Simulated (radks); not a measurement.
Excited configurations of Re2+: one electron is placed in a higher orbital outside [Xe] 4f14 5d4. The ground configuration is [Xe] 4f14 5d5. Calculated with a radial shooting solver on a logarithmic mesh with Libxc functionals: Dirac Kohn-Sham, BLYP, spin-unpolarised, spherical densities, point nucleus; open shells fill j = l - 1/2 first. Excitation = E - E(ground); binding = E(ion) - E, where the ion is the core of charge +3; n* = 3/sqrt(2 binding) in atomic units, and the quantum defect is n - n*.

[
 {"outer orbital": "6s1/2", "excitation (eV)": "1.089", "binding (eV)": "25.281", "n*": "2.201", "<r> (bohr)": "2.665"},
 {"outer orbital": "6d3/2", "excitation (eV)": "15.545", "binding (eV)": "10.825", "n*": "3.363", "<r> (bohr)": "4.844"},
 {"outer orbital": "6f5/2", "excitation (eV)": "20.774", "binding (eV)": "5.595", "n*": "4.678", "<r> (bohr)": "9.121"},
 {"outer orbital": "7s1/2", "excitation (eV)": "14.795", "binding (eV)": "11.575", "n*": "3.253", "<r> (bohr)": "5.450"},
 {"outer orbital": "7p1/2", "excitation (eV)": "16.689", "binding (eV)": "9.680", "n*": "3.557", "<r> (bohr)": "6.247"},
 {"outer orbital": "7d3/2", "excitation (eV)": "19.725", "binding (eV)": "6.645", "n*": "4.293", "<r> (bohr)": "8.581"},
 {"outer orbital": "7f5/2", "excitation (eV)": "22.396", "binding (eV)": "3.974", "n*": "5.551", "<r> (bohr)": "13.90"}
]

The Delta-SCF ionisation energy is 26.370 eV (NIST Atomic Spectra Database: 27 eV, theoretical). Self-interaction in the functional shifts the binding energies and quantum defects, so they are the method's values and not measured ones. Spin polarisation and multiplet splitting are left out, so open shells lie too high by an amount that depends on their filling.

Beside tabulated values, note that spin-unpolarised runs miss the spin-polarisation part of the exchange energy of open shells.
